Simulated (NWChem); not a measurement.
All runs are NWChem calculations. System: C2H3F3, charge 1, spin multiplicity 2, at the geometry of a parent with another charge or spin, in a state set for the comparison that need not be this species' ground state. Its SCF solution wasn't tested for a lower state.

Job file:

```
start mol
memory heap 200 mb stack 900 mb global 1100 mb
charge 1
geometry units angstroms nocenter noautoz
  C     -1.462909    -0.119424     0.000000
  C      0.030948     0.002528     0.000000
  F      0.470710     0.662454     1.077263
  F      0.470710     0.662454    -1.077263
  F      0.622526    -1.197235     0.000000
  H     -1.785840    -0.664706     0.895805
  H     -1.785840    -0.664706    -0.895805
  H     -1.912072     0.881740     0.000000
  symmetry group Cs
end
basis spherical
  * library def2-tzvp
end
dft
  xc becke88 perdew86
  odft
  mult 2
  semidirect memsize 60000000 filesize 0
  iterations 100
end
task dft energy
```

The output up to the point where the run's verdict is printed (cleaned and shortened):

```
             Northwest Computational Chemistry Package (NWChem) 7.3.0
             --------------------------------------------------------

                                NWChem Input Module
                                -------------------

 Scaling coordinates for geometry "geometry" by  1.889725989
 (inverse scale =  0.529177249)

 Turning off AUTOSYM since
 SYMMETRY directive was detected!

                             Geometry "geometry" -> ""
                             -------------------------

 Output coordinates in angstroms (scale by  1.889725989 to convert to a.u.)

  No.       Tag          Charge          X              Y              Z
 ---- ---------------- ---------- -------------- -------------- --------------
    1 C                    6.0000    -1.46290900    -0.11942400     0.00000000
    2 C                    6.0000     0.03094800     0.00252800     0.00000000
    3 F                    9.0000     0.47071000     0.66245400     1.07726300
    4 F                    9.0000     0.47071000     0.66245400    -1.07726300
    5 F                    9.0000     0.62252600    -1.19723500     0.00000000
    6 H                    1.0000    -1.78584000    -0.66470600     0.89580500
    7 H                    1.0000    -1.78584000    -0.66470600    -0.89580500
    8 H                    1.0000    -1.91207200     0.88174000     0.00000000

 Effective nuclear repulsion energy (a.u.)     202.2791112338

            Nuclear Dipole moment (a.u.)
            ----------------------------
        X                 Y               Z
 ---------------- ---------------- ----------------
    -0.0000075589     0.0000170075     0.0000000000

      Symmetry information
      --------------------

 Group name             Cs
 Group number              2
 Group order               2
 No. of unique centers     6

      Symmetry unique atoms

     1    2    3    5    6    8


 Summary of "ao basis" -> "" (spherical)
 ------------------------------------------------------------------------------
       Tag                 Description            Shells   Functions and Types
[...]
 d= 0,ls=0.5,diis    75   -377.2352864113 -9.93D-05  3.25D-06  2.27D-04    71.2
                                                     1.88D-05  3.36D-04
 d= 0,ls=0.5,diis    76   -377.2353576987 -7.13D-05  6.12D-06  1.82D-04    72.1
                                                     1.56D-05  2.67D-04
 d= 0,ls=0.5,diis    77   -377.2353972226 -3.95D-05  6.90D-06  1.76D-04    73.0
                                                     1.28D-05  2.42D-04
 d= 0,ls=0.5,diis    78   -377.2354150947 -1.79D-05  3.39D-06  1.94D-04    73.9
                                                     1.06D-05  2.46D-04
 d= 0,ls=0.5,diis    79   -377.2354383562 -2.33D-05  2.62D-06  1.84D-04    74.7
                                                     9.43D-06  2.28D-04
 d= 0,ls=0.5,diis    80   -377.2354605014 -2.21D-05  1.47D-06  1.71D-04    75.6
                                                     8.33D-06  2.08D-04
 d= 0,ls=0.5,diis    81   -377.2354808294 -2.03D-05  9.56D-07  1.53D-04    76.5
                                                     7.70D-06  1.85D-04
 d= 0,ls=0.5,diis    82   -377.2355000308 -1.92D-05  2.34D-06  1.36D-04    77.4
                                                     8.33D-06  1.63D-04
 d= 0,ls=0.5,diis    83   -377.2355230041 -2.30D-05  2.01D-06  1.08D-04    78.3
                                                     6.78D-06  1.31D-04
 d= 0,ls=0.5,diis    84   -377.2355354813 -1.25D-05  8.15D-07  9.78D-05    79.2
                                                     6.31D-06  1.17D-04
 d= 0,ls=0.5,diis    85   -377.2355493436 -1.39D-05  1.35D-06  8.27D-05    80.0
                                                     6.11D-06  9.92D-05
 d= 0,ls=0.5,diis    86   -377.2355622865 -1.29D-05  7.83D-07  6.83D-05    80.9
                                                     5.72D-06  8.24D-05
 d= 0,ls=0.5,diis    87   -377.2355735461 -1.13D-05  6.11D-07  5.57D-05    81.8
                                                     4.94D-06  6.76D-05
 d= 0,ls=0.5,diis    88   -377.2355809555 -7.41D-06  4.00D-07  4.94D-05    82.7
                                                     4.43D-06  5.94D-05
 d= 0,ls=0.5,diis    89   -377.2355874398 -6.48D-06  1.82D-07  4.31D-05    83.6
                                                     4.04D-06  5.18D-05
 d= 0,ls=0.5,diis    90   -377.2355931062 -5.67D-06  4.05D-07  3.73D-05    84.4
                                                     3.62D-06  4.48D-05
 d= 0,ls=0.5,diis    91   -377.2355973811 -4.27D-06  3.87D-07  3.36D-05    85.3
                                                     3.23D-06  4.00D-05
 d= 0,ls=0.5,diis    92   -377.2356008692 -3.49D-06  6.51D-07  3.07D-05    86.2
                                                     2.81D-06  3.61D-05
 d= 0,ls=0.5,diis    93   -377.2356032030 -2.33D-06  3.69D-07  2.91D-05    87.1
                                                     2.52D-06  3.38D-05
 d= 0,ls=0.5,diis    94   -377.2356054428 -2.24D-06  2.31D-07  2.72D-05    88.0
                                                     2.37D-06  3.12D-05
 d= 0,ls=0.5,diis    95   -377.2356078238 -2.38D-06  3.68D-07  2.45D-05    88.9
                                                     2.32D-06  2.82D-05
 d= 0,ls=0.5,diis    96   -377.2356104072 -2.58D-06  8.66D-07  2.10D-05    89.8
                                                     2.58D-06  2.43D-05
 d= 0,ls=0.5,diis    97   -377.2356134780 -3.07D-06  2.83D-07  1.65D-05    90.7
                                                     2.26D-06  1.95D-05
 d= 0,ls=0.5,diis    98   -377.2356156708 -2.19D-06  2.24D-07  1.41D-05    91.5
                                                     2.14D-06  1.66D-05
 d= 0,ls=0.5,diis    99   -377.2356176092 -1.94D-06  1.26D-07  1.18D-05    92.4
                                                     1.98D-06  1.40D-05
 d= 0,ls=0.5,diis   100   -377.2356191823 -1.57D-06  2.08D-07  9.99D-06    93.3
                                                     1.89D-06  1.18D-05
```

Convergence was not reached. The next line reads: Calculation failed to converge. NWChem stopped with the message: dft energy failed.
